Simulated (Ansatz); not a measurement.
Born–Oppenheimer molecular dynamics of ClH$_{3}$OSn (6 atoms, charge 0, multiplicity 1). It starts at the highest image of a converged band. Of that band: The profile has 2 maxima (images 1, 4) with wells between them (image 2): this band takes more than one step, which may be the mechanism or a detour left from its start path. Neighbouring images differ by up to 2.7 eV, so the band resolves the path poorly. A vibrational analysis at the climbing image gives one clearly imaginary mode, 1300i cm⁻¹: a first-order saddle point.

Method: RKS r2SCAN-D4/def2-SVP (Ansatz 0.2.0).

```json
{
  "ensemble": "NVE (velocity Verlet)",
  "time step": "0.5 fs",
  "steps asked": "200",
  "starting velocities drawn for": "300 K",
  "seed": "6589"
}
```

First frame:

```xyz
6
Properties=species:S:1:pos:R:3
Sn 0.268 -0.147 -0.306
H 0.785 0.245 1.526
H 1.797 -0.073 0.444
Cl -0.913 1.884 -0.582
O -1.043 -1.541 0.264
H -1.272 -2.066 -0.519
```

How far do the bonds stretch over the last three quarters of this one trajectory? (Pairs bonded in most of those frames.)


| bond | mean (Å) | spread (Å) | shortest | longest |
| --- | --- | --- | --- | --- |
| Sn1–H2 | 1.789 | 0.129 | 1.57 | 2.11 |
| Sn1–H3 | 1.781 | 0.117 | 1.58 | 2.02 |
| Sn1–Cl4 | 2.381 | 0.032 | 2.34 | 2.42 |
| Sn1–O5 | 2.000 | 0.020 | 1.97 | 2.05 |
| O5–H6 | 0.975 | 0.014 | 0.95 | 1.00 |

Pairs bonded in part of these frames only: Sn1–H6 8 %.

Mean temperature of the second half: 2459 K. The conserved energy stayed within 0.29 meV per atom of its start (net change -0.15 meV per atom), so the integration is sound. The kinetic energy rose, since the run started high on the potential surface and went downhill. A run of 0.1 ps of so small a system gives no equilibrium averages. The orbitals stay closed-shell, which can raise the energy where a bond breaks towards radicals; this wasn't checked here.

Time of the run: 3.3 min on 2 threads of Intel(R) Xeon(R) 6975P-C (Granite Rapids) (shared host), peak memory 0.16 GiB.
